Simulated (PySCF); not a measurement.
## Radial density of Pt⁷³⁺ (platinum, charge +73)

UHF, [He] 2s2 2p1, 2P determinant. Calculation: PySCF 2.14, in an uncontracted even-tempered set (17 s from 53 bohr⁻², ratio 2.2; 10 p from 68 bohr⁻², ratio 2.2; 5 d from 250 bohr⁻², ratio 2.4; 5 f from 380 bohr⁻², ratio 2.4; 4 g from 570 bohr⁻², ratio 2.4); the non-relativistic Hamiltonian (point nucleus).

| r (bohr) | 4πr²ρ (e/bohr) | 4πr²(ρα − ρβ) |
| --- | --- | --- |
| 0.000321 | 0.4116 | 0.0000 |
| 0.000540 | 1.126 | 0.0000 |
| 0.000907 | 3.007 | 0.0001 |
| 0.00153 | 7.723 | 0.0005 |
| 0.00257 | 18.56 | 0.0038 |
| 0.00432 | 39.91 | 0.0269 |
| 0.00726 | 71.03 | 0.1713 |
| 0.0122 | 91.81 | 0.9367 |
| 0.0206 | 70.49 | 3.9523 |
| 0.0346 | 35.88 | 10.8491 |
| 0.0581 | 42.42 | 14.4906 |
| 0.0978 | 23.89 | 5.7517 |
| 0.165 | 1.513 | 0.2956 |
| 0.277 | 0.003617 | 0.0006 |

A non-relativistic calculation at this Z misses sizeable relativistic shifts. Spin-orbit coupling, absent here, splits the open shell strongly.
